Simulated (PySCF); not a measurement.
# Excitation energy of Te by level of theory

Te [Kr] 4d10 5s2 5p4 (3P) → Te [Kr] 4d10 5s1 5p4 6s1 (5P), as a difference of total energies. Calculation: PySCF 2.14, in dyall-av2z; the non-relativistic Hamiltonian (point nucleus). Correlated levels: valence: [Kr] 4d10 frozen; virtual orbitals above 40 to 60 times the deepest correlated orbital energy dropped. The calculations carry no spin-orbit coupling.

| method | excitation energy (eV) |
| --- | --- |
| UHF | 13.090 |
| LDA | 14.073 |
| PBE | 13.803 |
| PBE0 | 13.866 |
| r2SCAN | 13.778 |
| r2SCANh | 13.787 |
| B97-3 | 14.125 |
| LC-wPBE | 14.251 |
| MP2 (valence) | 13.036 |
| SCS-MP2 (valence) | 13.138 |

How much does correlation contribute at MP2 (valence)?

13.036 − (13.090) = -0.054 eV, measured against UHF.

A first-order spin-orbit estimate (lowest level to lowest level, LS coupling) adds -0.036 eV.

The upper state lies above the first ionisation limit, where it may autoionise and the basis confines it. A Rydberg-like electron needs more diffuse functions than a valence basis has.

The promoted electron is Rydberg-like, and one or two diffuse shells describe it only roughly, which tends to raise the upper state.
